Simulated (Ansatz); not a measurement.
Cartesian coordinates (Å):
SMILES: [NH2][In]([Cl])[Cl]
```xyz
6

N     -1.2152    -0.1152    -0.1520
In     0.7629     0.0061    -0.0010
Cl     1.8334     2.0512    -0.0117
Cl     2.0885    -1.8834     0.0216
H     -1.7716     0.6883     0.0923
H     -1.6745    -0.9743     0.1046
```
Charge 0, spin multiplicity 1.

These are frozen-core CCSD(T)/def2-TZVPP // CAM-B3LYP-D3(BJ)/def2-TZVP run with Ansatz (an electronic-structure program) values and carry that method's errors.

```yaml
HF energy: -1163.99917 Ha
MP2 correlation energy: -0.86782 Ha
```

Q: Estimate the CCSD correlation energy, the (T) correction, the total energy and the T1 diagnostic.

A: 
| Quantity | Result |
|---|---|
| CCSD correlation energy | -0.89724 Ha |
| (T) correction | -0.03493 Ha |
| CCSD(T) total energy | -1164.93134 Ha |
| T1 diagnostic | 0.013 |
